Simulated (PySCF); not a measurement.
C2H6GeSi, SMILES C1=[CH][GeH2][SiH2]1.

Geometry: B3LYP-D3(BJ)/def2-SVP. The structure was generated by enumeration, and PubChem lists no compound with its InChIKey, so it may never have been made.

Two levels are set side by side: PBE/def2-TZVP (PySCF) and M06-2X/def2-TZVP (PySCF). Same geometry, gas phase. Differences are taken from unrounded values.

```tsv
quantity	M06-2X
orbital gap (eV)	8.80
highest occupied level (eV)	-8.50
lowest empty level (eV)	0.29
dipole moment (D)	0.32
mean polarisability (bohr³)	80.7
```

Problem. What does PBE give, and how far is it from M06-2X? (The exact figures need the calculation; the answer reports its results.)

Solution. 
| quantity | PBE | PBE minus M06-2X |
|---|---|---|
| orbital gap (eV) | 4.87 | -3.93 |
| highest occupied level (eV) | -6.52 | 1.98 |
| lowest empty level (eV) | -1.66 | -1.95 |
| dipole moment (D) | 0.53 | 0.21 |
| mean polarisability (bohr³) | 83.2 | 2.5 |

PBE's occupied levels lie high since its potential decays too fast outside the molecule; exact exchange lowers them and widens the gap. Loosely held outer electrons make PBE densities more polarisable. Differences between two approximate levels are no errors against the true value.

Rough cost on one machine, each run with all the roots and properties that it gave: M06-2X against PBE about 3 times.
